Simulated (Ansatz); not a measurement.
The cluster SiTe₂. Total charge 0; triplet. Geometry B3LYP-D4/def2-TZVP, that of the charge +1 doublet; atoms count from 1.

```xyz
3

Si   -0.3412   -1.2278   -0.7180
Te    0.7657   -0.1155    1.3238
Te   -0.4245    1.3433   -0.6058
```

In the def2 sets Te takes a core potential; there is no spin–orbit coupling. At PBE0-D4/def2-TZVP a singlet of charge 0 lies 1.09 eV below the triplet at the same geometry. The structure comes from a short search, and lower isomers may exist.

Problem. Estimate the Mulliken populations from the PBE0/def2-TZVP orbitals of Ansatz.

Solution. 
| atom | charge (e) | spin (α − β) |
| --- | --- | --- |
| Si1 | -0.14 | 0.90 |
| Te2 | 0.07 | 0.55 |
| Te3 | 0.07 | 0.55 |
Mulliken values and Mayer orders depend strongly on the basis.

Problem. Where does the spin sit?

Solution. Summed by element: Si 0.90, Te 1.10, of 2 unpaired in all. Largest on single atoms: Si1 0.90, Te2 0.55, Te3 0.55.

Problem. And the Mayer bond orders between bonded heavy atoms (over 0.3)?

Solution. Si1–Te2 0.90 (2.58 Å); Si1–Te3 0.90 (2.57 Å); Te2–Te3 1.50 (2.70 Å).
